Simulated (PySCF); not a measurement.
# Unknown compound

The spectra below were simulated for a compound CH8NPSi4.

¹H NMR (400 MHz, computed): δ 4.56 (m, 2H), 4.24 (m, 1H), 4.23 (m, 2H), 4.20 (m, 1H), 1.52 (m, 2H).

¹³C{¹H} NMR (computed): δ 123.9.

PySCF 2.14 calculation with GFN2-xTB structure and shieldings: GIAO PBE0/pcSseg-1; a single conformation, no solvent model, fast rotation and ring inversion assumed for equivalent nuclei, non-relativistic.

Chemical shifts δ = σref − σ; ¹H, ¹³C vs TMS, all at this level.

Deduce the structure.

Results:


1. Carbon types of the structure: 1 × C, leaving 8 H on heteroatoms.
2. δC 123.9: nitrile carbon; C≡N carbons fall here, among the sp2 signals but without a proton.
3. δH 4.56, 4.24, 4.23, 4.20: hydrogen on a silicon bonded to 2 Si, in a 4-membered ring.
4. δH 1.52: hydrogen on a phosphorus bonded to Si.

Structure: `P[Si]1(C#N)[SiH2][SiH2][SiH2]1`.

This is the structure that produced the data.

Splittings by ³¹P in the carbon and heteronuclear signals aren't shown, as no couplings were computed. Shifts are as computed. Against solution values, carbons near 30 ppm lie about +3 ppm off and those near 130 ppm about +5 ppm. Of 1211 compounds with measured shifts, 218 miss one by over three times the rms of a fit or turn the order of signals round; such compounds aren't used in these exercises. Multiplicities follow the n + 1 count of equivalent neighbours, as no J values were calculated; m marks all less simple cases, F and P coupling included.
